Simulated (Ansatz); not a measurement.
What each rung costs, and what it gives

Saddle point of SiH2SF2, closed shell (SiF₂ + H₂S → SiH₂SF₂ ([F][SiH]([F])[SH]); bonds formed: Si1–H4, Si1–S5; bonds broken: H4–S5), PBE0-D4/def2-TZVP structure:

```
6
angstrom
Si 0.3093 -0.8152 0.3385
F -1.2134 -1.1502 0.6729
F 0.6963 -1.7072 -0.9226
H 0.9716 0.6562 0.5012
S 0.0665 1.3402 -0.7669
H -0.8303 1.6763 0.1769
```

Barriers are electronic and count from the start structure reached by relaxing down the imaginary mode.

Ansatz 0.2.0; basis: as named in each row; cores frozen in the correlated methods. B3LYP uses VWN-RPA correlation. Extrapolation: Hartree–Fock as exp(−7.88 √X), correlation as X^−2.97.

Times are rough, for one single point on 2 threads of a shared host (Arm Neoverse V1).

The estimate by CCSD(T) at an estimated basis limit (MP2 extrapolated from triple and quadruple zeta, plus CCSD(T) − MP2 in triple zeta) is 1.163 eV.

```tsv
method	basis	time (s)	barrier (eV)	method less estimate
HF	STO-3G	under 1	2.707	1.544
PBE-D4	STO-3G	under 1	1.217	0.054
SPW92	def2-SVP	under 1	0.730	-0.433
PBE-D4	def2-SVP	under 1	0.915	-0.248
B3LYP-D4	6-31G	under 1	1.621	0.458
PBE0-D4	def2-SVP	1	1.124	-0.039
SPW92	def2-TZVPP	1	0.689	-0.474
PBE-D4	def2-TZVPP	2	0.854	-0.309
BLYP-D4	def2-TZVPP	2	1.035	-0.128
CCSD(T)	def2-SVP	2	1.472	0.309
PBE0-D4	def2-TZVPP	3	1.025	-0.138
BHLYP-D4	def2-TZVPP	3	1.380	0.217
B3LYP-D4	def2-TZVPP	3	1.159	-0.004
CAM-B3LYP-D4	def2-TZVPP	3	1.304	0.141
RPA on PBE	def2-TZVPP	4	1.231	0.068
r2SCAN-D4	def2-TZVPP	4	0.859	-0.304
wB97M-V	def2-SVP	6	1.421	0.258
r2SCAN0-D4	def2-TZVPP	6	1.027	-0.136
B2PLYP	def2-TZVPP	6	1.183	0.020
PBE-QIDH	def2-TZVPP	6	1.141	-0.022
B97M-V	def2-TZVPP	8	0.972	-0.191
wB97X-V	def2-TZVPP	8	1.321	0.159
wB97M-V	def2-TZVPP	10	1.354	0.192
MP2	def2-QZVPP	14	1.114	-0.049
CCSD(T)	def2-TZVPP	50	1.222	0.060
```

All methods are single points on the PBE0-D4 structures.

No T1 diagnostic of these runs exceeds 0.016. The restricted Hartree–Fock reference is unstable towards an unrestricted one at one or more of these structures.

Losses and insertions of silylenes and their heavier kin drive the gas-phase chemistry of silicon and germanium vapour deposition.

Labels in which every atom is bracketed show which atoms are joined, not bond orders.
